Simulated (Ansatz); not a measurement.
Born–Oppenheimer molecular dynamics of C$_{2}$H$_{8}$AlN (12 atoms, charge 0, multiplicity 1). It starts from a relaxed structure.

The calculation used Ansatz, RKS B3LYP/6-31G*.

```yaml
ensemble: NVT, Langevin thermostat
time_step: 1 fs
steps_asked: 150
set_temperature: 100 K
friction: 0.001 /fs
seed: 31641
```

First frame:

```xyz
12
Properties=species:S:1:pos:R:3
C -0.112 1.306 -0.510
N -0.033 -0.068 -0.034
C 0.803 -0.196 1.152
Al -0.866 -1.444 -0.817
H -0.749 1.369 -1.398
H -0.533 1.975 0.259
H 0.883 1.699 -0.775
H 0.841 -1.238 1.486
H 0.417 0.414 1.985
H 1.836 0.136 0.956
H -1.739 -1.130 -2.103
H -0.670 -2.878 -0.167
```

(1) How far do the bonds stretch over the last three quarters of this one trajectory? (Pairs bonded in most of those frames.)

## Answers

(1) 
| bond | mean (Å) | spread (Å) | shortest | longest |
| --- | --- | --- | --- | --- |
| C1–N2 | 1.457 | 0.013 | 1.44 | 1.48 |
| C1–H5 | 1.095 | 0.011 | 1.08 | 1.12 |
| C1–H6 | 1.103 | 0.016 | 1.08 | 1.13 |
| C1–H7 | 1.103 | 0.010 | 1.09 | 1.12 |
| N2–C3 | 1.459 | 0.019 | 1.42 | 1.49 |
| N2–Al4 | 1.791 | 0.011 | 1.77 | 1.81 |
| C3–H8 | 1.096 | 0.005 | 1.08 | 1.11 |
| C3–H9 | 1.103 | 0.008 | 1.09 | 1.12 |
| C3–H10 | 1.104 | 0.015 | 1.08 | 1.13 |
| Al4–H11 | 1.587 | 0.009 | 1.57 | 1.60 |
| Al4–H12 | 1.587 | 0.021 | 1.56 | 1.62 |

Mean temperature of the second half: 55 K. The mean temperature of the second half is 45 % below the set value. A run of 0.15 ps of so small a system gives no equilibrium averages.

Time of the run: 8.8 min on 1 thread of Intel(R) Xeon(R) Platinum 8375C CPU @ 2.90GHz (Ice Lake) (shared host), peak memory 0.16 GiB.
